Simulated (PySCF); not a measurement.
Working out the excitation energy of Si+

Si+ [Ne] 3s2 3p1 (2P) → Si+ [Ne] 3s1 3p2 (4P). Calculation: PySCF 2.14, in x2c-TZVPPall; the spin-free X2C one-electron Hamiltonian (Gaussian nucleus). Frozen: 1s2. Energies in hartree (1 hartree = 27.21139 eV):

```csv
part,Si+ (lower),Si+ (upper)
UHF,-289.173839,-289.029037
CCSD correlation,-0.211914,-0.165058
(T),-0.002904,-0.001116
```

Q: What does Hartree-Fock give?

A: (-289.029037) − (-289.173839) = 0.144802 hartree = 3.940 eV.

Q: What do CCSD and CCSD(T) give?

A: The CCSD correlation energies differ by 0.046856 hartree = 1.275 eV and the triples by 0.001788 hartree = 0.049 eV, so CCSD gives 5.215 eV and CCSD(T) 5.264 eV.

Measured between the centres of the two terms (NIST): 5.308 eV, so CCSD(T) (valence and next inner shell) is off by -0.044 eV.

What remains against the reference includes basis incompleteness, the frozen core and higher excitations.
